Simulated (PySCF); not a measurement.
C₂H₉NOSi₂, SMILES C[SiH2]/N=C\[SiH2]O.

Coordinates come from a B3LYP-D3(BJ)/def2-SVP optimisation. The structure was generated by enumeration; whether it is a known compound was not checked. One conformer was computed; it need not be the lowest.

These are TDA-PBE/def2-SVPD in PySCF values and carry that method's errors.

Vertical excitations. Gas-phase values at a fixed geometry.

```csv
state,energy (eV),λ (nm),f,main pairs
S1,3.00,414,0.001,HOMO→LUMO 100 %
S2,4.38,283,0.001,HOMO→LUMO+1 100 %
S3,5.22,238,0.001,HOMO→LUMO+2 93 %
S4,5.29,235,0.016,"HOMO−2→LUMO 78 %, HOMO−1→LUMO 18 %"
S5,5.39,230,0.032,HOMO→LUMO+3 95 %
S6,5.51,225,0.061,"HOMO−1→LUMO 47 %, HOMO−3→LUMO 29 %, HOMO−2→LUMO 12 %, HOMO−5→LUMO 8 %"
T1,2.36,525,0,HOMO→LUMO 100 %
T2,4.24,292,0,HOMO→LUMO+1 100 %
```
Triplets are in the Tamm–Dancoff approximation.
